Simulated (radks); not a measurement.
Results of a calculation; reference values are marked as such.
Ionisation of the selenium ion Se19+, [Ne] 3s2 3p3, to Se20+, [Ne] 3s2 3p2, under several functionals. Dirac Kohn-Sham, spin-unpolarised, spherical densities, point nucleus; open shells are shared between the two j in proportion to 2j + 1; a radial shooting solver on a logarithmic mesh with Libxc functionals.

functional	E(Se19+) (hartree)	Exc (hartree)	IE (eV)	-e(HOMO) (eV)	<r> HOMO (bohr)	IE error (eV)
OLYP	-2224.34971	-64.40556	793.15	766.86	0.4862	-4.9
PW91	-2224.17311	-64.20974	792.46	766.03	0.4862	-5.5
exchange-only PBE	-2223.14075	-63.16795	790.55	764.11	0.4865	-7.4
BLYP	-2224.24009	-64.27589	792.21	765.74	0.4863	-5.8

NIST Atomic Spectra Database: 798 eV (semi-empirical). Closest: OLYP. The Delta-SCF values span 2.59 eV, the total energies 1.21 hartree. The highest occupied level is 3p3/2. Spin polarisation and multiplet splitting are left out, so open shells lie too high by an amount that depends on their filling. Sharing an open shell by 2j + 1 raises it above the true ground level by a part of the spin-orbit splitting, which enters the differences from NIST.

Beside tabulated values, note that spin-unpolarised runs miss the spin-polarisation part of the exchange energy of open shells.
